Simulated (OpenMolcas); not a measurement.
**Pb II: effect of the level shift or regulariser**

```json
{
 "Program": "OpenMolcas 26.06",
 "Basis": "ANO-R2 [8s7p5d3f1g]",
 "Scalar Hamiltonian": "X2C, finite nucleus",
 "Active space": "3 electrons in 4 orbitals (6s 6p)",
 "State averaging": "2S+1 = 4 odd, 1 root (0 in the spin-orbit step); 2S+1 = 2 odd, 3 roots; 2S+1 = 4 even, 3 roots; 2S+1 = 2 even, 9 roots",
 "Spin-orbit coupling": "RASSI with atomic mean-field integrals over the reference wave functions, term energies averaged over their components"
}
```

Methods on the same reference wave functions:
A. CASSCF
B. SS-CASPT2, IPEA 0.25 Eh, imaginary shift 0.1 Eh (closed shells correlated: 5d)
C. SS-CASPT2, IPEA 0.25 Eh, real shift 0.2 Eh (closed shells correlated: 5d)

Energies in cm-1 above 6s2 6p 2P* 1/2, the measured ground level; measured values from NIST Handbook of Basic Atomic Spectroscopic Data.

| Level | A | B | C | Measured |
| --- | --- | --- | --- | --- |
| 6s2 6p 2P* 1/2 | 0.0 | 0.0 | 0.0 | 0.0 |
| 6s2 6p 2P* 3/2 | 12399 | 12400 | 12400 | 14081 |
| 6s 6p2 4P 1/2 | 51041 | 59410 | 59350 | 57910 |
| 6s 6p2 4P 3/2 | 57118 | 65850 | 65830 | 66125 |
| 6s 6p2 4P 5/2 | 63099 | 70890 | 70970 | 73906 |
| 6s 6p2 2D 3/2 | 83387 | 82070 | 82670 |  |
| 6s 6p2 2D 5/2 | 85817 | 85870 | 86400 | 88972 |
| 6s 6p2 2P 3/2 | 108342 | 101890 | 102040 |  |

Deviations, from unrounded energies. A percentage is the sum of absolute deviations over the sum of measured energies, with the sign that they share, or ± where signs differ.

```tsv
Against measurement	Levels	A	B	C
mean absolute deviation (cm-1)	5	6300	1900	1800
fine structure of the ground term (%)	1	-11.9	-11.9	-11.9
other configurations (%)	4	-10.4	±2.7	±2.5
```

C lies closest to measurement on these levels and A furthest from it. The largest miss of C in the table is 6s 6p2 4P 5/2, by -2900 cm-1. The ranking rests on the paired levels alone, and a cruder setting can come out closer through cancelling errors.

Between B and C the level of the table that moves most is 6s 6p2 2D 3/2, by 600 cm-1 (lowest in B, highest in C). Moves below CASPT2's spread within the term are not significant.

The lowest spin-free term lies below A's lowest term by 0.426 hartree in B, 0.425 hartree in C.

CASPT2 does not keep the components of a term degenerate, so their means are used; among the terms shown or strongly mixed into the levels shown the widest spread is 14 cm-1 (6s 6p2 2D, B). Over all roots computed the reference weight is 0.88 to 0.93 in B; the roots of lowest weight are the least certain, and an intruder state may touch them. Some high roots are left out of the spin-orbit mixing, which shifts the levels that they would mix with. Terms of s pⁿ other than that of highest spin mix with s² pⁿ⁻² d, which this space lacks; all of them can be thousands of cm-1 off, and some have no real level of that name. Spin-orbit splittings of 6p shells tend to come out small when the coupling is added on scalar orbitals. Some levels mix across a computed gap that differs much from the measured one, so their mixing is not that of the real levels (holds for A). Computed and measured levels are paired by configuration, term and J; levels that our copy of the source lacks, or whose pairing is in doubt (as where it misses far off the trend of its configuration), stay unpaired and out of the deviations. Only configurations of the active space appear. The table leaves out levels that lie high or whose names do not pair safely across all columns.

* marks odd parity.
